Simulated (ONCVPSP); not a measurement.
**An all-electron radial function and its pseudo partner (lithium)**

Columns: radius, all-electron u(r) and pseudo u(r) of the 2p shell (level -1.35 eV) of lithium in the configuration 1s2 2s0.5 2p0.5; revPBE, non-relativistic, ONCV scheme, ONCVPSP 4.0.1.

```tsv
r (bohr)	all-electron	pseudo
0.200	0.0145	0.0049
0.400	0.0454	0.0196
0.600	0.0825	0.0435
0.800	0.1211	0.0756
1.000	0.1592	0.1139
1.200	0.1956	0.1557
1.400	0.2297	0.1988
1.600	0.2608	0.2411
1.800	0.2888	0.2814
2.000	0.3152	0.3189
2.200	0.3404	0.3523
2.400	0.3633	0.3802
2.600	0.3831	0.4015
2.800	0.3999	0.4162
3.000	0.4135	0.4253
3.200	0.4241	0.4307
3.400	0.4316	0.4343
3.600	0.4362	0.4369
3.800	0.4382	0.4383
4.000	0.4377	0.4377
4.200	0.4349	0.4349
4.400	0.4302	0.4302
4.600	0.4237	0.4237
4.800	0.4157	0.4157
5.000	0.4065	0.4065
5.200	0.3963	0.3963
```

Question: How many radial nodes do the two functions have?

Answer: The all-electron 2p function has n − l − 1 = 0; the pseudo-wave has 0.

Question: At about which radius was the pseudo-wave matched?

Answer: 4.00 bohr, where the columns begin to agree (steps of 0.20 bohr).

Question: Is the pseudo-wave norm-conserving?

Answer: Yes: the ONCV scheme keeps the norm inside the radius equal to the all-electron one, which fixes the energy derivative of the logarithmic derivative at the level.
